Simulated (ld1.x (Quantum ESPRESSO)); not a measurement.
# What one change does to a pseudopotential (I, TM)

```
Element                 : iodine
Generator               : ld1.x (Quantum ESPRESSO) 7.5
Type                    : norm-conserving Troullier–Martins (Kleinman–Bylander form)
Functional              : PBE
Relativity              : scalar-relativistic
Frozen core             : [Kr] 4d10
Valence charge          : 7
Reference configuration : 5s2 5p5
Partial waves           : 5s (bound): rc 1.30 bohr; 5p (bound): rc 2.05 bohr
Local potential         : all-electron potential smoothed inside 1.35 bohr (lloc = -2)
Core correction         : Bessel-smoothed model core inside 1.20 bohr
```

All-electron outer shells of the reference configuration (PBE, scalar-relativistic, ld1.x):

| shell | level (eV) | outermost node (bohr) | outermost maximum (bohr) |
| --- | --- | --- | --- |
| 4p | -127.57 | 0.37 | 0.72 |
| 4d | -50.28 | 0.35 | 0.78 |
| 5s | -17.41 | 0.88 | 1.70 |
| 5p | -7.09 | 0.96 | 2.02 |

Change: local potential all-electron potential smoothed inside 2.30 bohr (lloc = -2).

Cutoffs: the cutoffs (Ry, on a coarse ladder) from which the occupation-weighted sum of valence levels, in a spherical-Bessel basis at the reference potential, stays within 10 and 1 mRy of its value at 400 Ry; they do not see the model core or the augmentation charge, which bear on the density cutoff. Errors are all-electron minus pseudo energies relative to the spin-unpolarised reference configuration.

Problem. Predict the effect on cutoff, ghosts and configuration errors.

Solution. The potential gets neither clearly harder nor softer (110 Ry and 230 Ry → 110 Ry and 230 Ry); the bound ghosts move from d, s to s; of the 7 tests that both files solve, the error grows in 1 and shrinks in 6 by more than 15 % and 0.3 meV (median size 112.5 → 19.2 meV). In the separable form a ghost depends on how the local part lies against the semilocal potential of the channel, so the choice of the local part can create or remove one.

| quantity | base | changed |
| --- | --- | --- |
| cutoff, loose | 110 Ry | 110 Ry |
| cutoff, tight | 230 Ry | 230 Ry |
| loose cutoff by channel (10 mRy a level) | s 50 Ry, p 12 Ry | s 50 Ry, p 15 Ry |
| bound ghosts | s, d | s |
| error for 5s2 5p4, meV [ΔE 11.13 eV] | -113 | -4.3 |
| error for 5s2 5p3, meV [ΔE 30.98 eV] | -231 | -19 |
| error for 5s2 5p2, meV [ΔE 60.31 eV] | -437 | -61 |
| error for 5s2 5p4.5, meV [ΔE 4.53 eV] | +0.8 | -1.4 |
| error for 5s1 5p6, meV [ΔE 10.41 eV] | -105 | -30 |
| error for 5s1 5p5, meV [ΔE 22.11 eV] | -134 | -34 |
| error for 5s2 5p5.3, meV [ΔE -1.78 eV] | +0.9 | +0.4 |

 A true bound ghost makes a file unfit for plane-wave use even where its test errors are small: the radial tests pick states by their node count and pass the ghost by.
